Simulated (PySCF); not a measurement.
# Indirect couplings

Cartesian coordinates in Å; atom numbers follow the order of the lines, from 1:
```xyz
8

Ge    0.032    0.011   -1.019
C     0.006   -0.032    0.976
F    -1.248   -0.030    1.445
F     0.630    1.030    1.502
F     0.611   -1.126    1.456
H     1.497   -0.028   -1.469
H    -0.651    1.309   -1.463
H    -0.739   -1.219   -1.512
```

Indirect spin–spin couplings were computed at PBE/pcJ-1 (pcSseg-1 on Ge) (PySCF 2.14) on a PBE0-D3(BJ)/def2-SVP structure, for the isolated molecule, without vibrational or relativistic corrections. Couplings are averaged over pairs made equivalent by symmetry, fast rotation or ring inversion, so a value needn't be that of the named pair in this geometry, while other rotamers aren't included; one pair stands for each set, and the list holds those of at least 1.5 Hz over up to four bonds. One-bond C–F couplings come out tens of Hz too large with common functionals.

Isotopes: $^{13}$C, $^{19}$F, $^{1}$H.

| pair | bonds | J (Hz) |
| --- | --- | --- |
| C2, F3 | 1 | -429.7 |
| C2, H6 | 2 | 7.5 |
| F3, F4 | 2 | ? |
| H6, H7 | 2 | 7.8 |
| F3, H6 | 3 | ? |

Problem. Estimate the withheld couplings, with signs.

Solution. 
- $^{2}J$(F3,F4) = 10.2 Hz
- $^{3}J$(F3,H6) = 6.4 Hz (mean over equivalent pairs that range from -3.4 to 26.3 Hz in this conformer)

Relativistic effects of the heavier atoms present are left out.
